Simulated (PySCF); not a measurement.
SiFClBr2, SMILES F[Si](Cl)(Br)Br. Atoms are numbered in the order given.

```xyz
5

F      1.9294     0.6770     0.0000
Si     0.3398     0.4199     0.0000
Cl    -0.5886     2.2402     0.0000
Br    -0.1731    -0.7151    -1.8158
Br    -0.1731    -0.7151     1.8158
```
Charge 0, spin multiplicity 1.

Geometry optimised at B3LYP-D3(BJ)/def2-SVP.

Two levels are set side by side: PBE/pcSseg-1 (PySCF) and B3LYP/pcSseg-1 (PySCF). GIAO shifts against CFCl3 (¹⁹F), HCl (³⁵Cl), TMS (²⁹Si) at the same level; non-relativistic, no solvent, atoms listed together averaged. Without spin–orbit terms, shifts of atoms bonded to Cl or Br come out too high at both levels. Differences are taken from unrounded values.

```csv
quantity,B3LYP
δ(¹⁹F) of F1 (ppm),-77.0
δ(²⁹Si) of Si2 (ppm),21.0
δ(³⁵Cl) of Cl3 (ppm),199.8
```

**Question.** What does PBE give, and how far is it from B3LYP? (An estimate is asked for; the answer gives what the named calculation found.)

**Answer.** 
| quantity | PBE | PBE minus B3LYP |
|---|---|---|
| δ(¹⁹F) of F1 (ppm) | -80.7 | -3.7 |
| δ(²⁹Si) of Si2 (ppm) | 18.9 | -2.1 |
| δ(³⁵Cl) of Cl3 (ppm) | 231.6 | 31.8 |

Rough cost on one machine, each run with all the roots and properties that it gave: B3LYP against PBE within a factor of 2.
